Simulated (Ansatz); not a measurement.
A search over several starts for the lowest SCF solution of the cluster Cu4O⁺ at the given spin, in a small basis.

```yaml
crystal:
  periodic: [false, false, false]
  atoms:
    - {symbol: O, position_ang: [-0.721323, -0.995923, 0.303848]}
    - {symbol: Cu, position_ang: [1.161495, -0.946170, 0.374288]}
    - {symbol: Cu, position_ang: [1.015655, 1.402842, -0.428228]}
    - {symbol: Cu, position_ang: [-0.785968, 0.695511, 1.132832]}
    - {symbol: Cu, position_ang: [-0.669859, -0.156269, -1.382740]}
basis:
  gaussian: {orbitals: def2-SVP, initial_orbitals: start.molden}
total_charge: 1
magnetization: {spin_polarized: true, initial_magnetization: 1}
hamiltonian: {xc: pbe0, dispersion: d4}
output: {orbitals: {seedname: orbitals}}
```

The file start.molden holds the orbitals of an earlier run on this structure, at another level or in another basis.

```sh
$ ansatz run in.yaml --threads 4 --pin off --events-out ev --progress --plain --max-ram 4787MiB
```

It prints (some lines left out):

```
Functional definition: PBE0
1510 factors; integrals over basis functions are off by at most 7.4e-4 eV
mean field evaluation 1: about -180527.0465 eV, gradient 7.5e1 eV
mean field evaluation 2: about -180540.0098 eV, gradient 1.7e1 eV
mean field evaluation 4: about -180548.4691 eV, gradient 3.0e0 eV
mean field evaluation 8: about -180548.8285 eV, gradient 4.3e-2 eV
mean field evaluation 16: about -180542.2170 eV, gradient 4.1e1 eV
mean field evaluation 32: about -180548.8286 eV, gradient 2.0e-3 eV
mean field -180548.82855675 eV, -6635.0470690689 hartree, gradient 1.2e-5 eV, S^2 0.775716; 3 other end points of the search recorded, 0 dependent functions left out
reference -180548.82861093 eV, -6635.0470710600 hartree; 62, 61 occupied and 76, 77 virtual orbitals, 1510 factors
Total energy: -180549.02606887 eV, -6635.0543275058 hartree
```

Run time 14 s (4 threads of Intel Xeon Platinum 8259CL on a shared host), peak host memory 0.77 GiB.

The structure comes from a short search, and lower isomers may exist.
